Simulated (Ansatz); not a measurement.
Geometry optimisation, RHF/def2-SVP (Ansatz 0.2.0).

The input (input.yaml):

```yaml
crystal:
  periodic: [false, false, false]
  atoms:
    - { symbol: Ge, position_ang: [0.0, 0.0, 0.0] }
    - { symbol: O, position_ang: [0.0, 0.0, 1.77] }
    - { symbol: H, position_ang: [-0.9095, -0.2814, 2.1071] }
    - { symbol: O, position_ang: [1.6691, 0.0, -0.5894] }
    - { symbol: H, position_ang: [1.9855, -0.9521, -0.7061] }
    - { symbol: H, position_ang: [-0.73, 1.2648, -0.5162] }
    - { symbol: H, position_ang: [-0.73, -1.2648, -0.5162] }
basis:
  gaussian: { orbitals: def2-SVP }
hamiltonian:
  xc: hf
relax:
  f_tol: 0.02
  max_steps: 40
```

Command:

```bash
$ ansatz run input.yaml --threads 1 --pin off --max-ram 2048MiB --backend cpu --events-out ev --progress --plain --runs-dir out
```

Question: Where does it end, and by what steps?

Answer: It converged. After 27 steps the energy has fallen by 0.399 eV; H5 moved furthest, 0.89 Å.

```csv
step,energy less start (eV),largest force component (eV/Å),accepted
0,0.0000,3.151,yes
1,-0.2528,1.226,yes
2,-0.2946,0.421,yes
3,-0.3068,0.833,yes
4,-0.3190,0.075,yes
5,-0.3261,0.120,yes
6,-0.3287,0.020,yes
7,-0.3218,0.650,no
8,-0.3303,0.047,yes
9,-0.3249,0.674,no
10,-0.3319,0.029,yes
11,-0.3329,0.077,yes
12,-0.3319,0.309,no
13,-0.3335,0.047,yes
14,-0.3339,0.112,yes
15,-0.3347,0.036,yes
16,-0.3348,0.099,yes
17,-0.3350,0.147,yes
18,-0.3357,0.231,yes
19,-0.3372,0.201,yes
20,-0.3425,0.201,yes
21,-0.3625,0.278,yes
22,-0.3765,0.260,yes
23,-0.3959,0.087,yes
24,-0.3961,0.096,yes
25,-0.3984,0.047,yes
26,-0.3987,0.023,yes
27,-0.3988,0.003,yes
```

```xyz
7
Properties=species:S:1:pos:R:3
Ge -0.183 -0.056 -0.111
O -0.304 0.104 1.636
H -0.232 -0.686 2.150
O 1.400 -0.695 -0.533
H 2.154 -0.176 -0.298
H -0.374 1.357 -0.648
H -1.176 -1.081 -0.647
```

Whether the end is a true minimum wasn't checked by a vibrational analysis.

Run time: 30 s on 1 thread of Arm Neoverse V2 (shared host), peak memory 0.15 GiB.
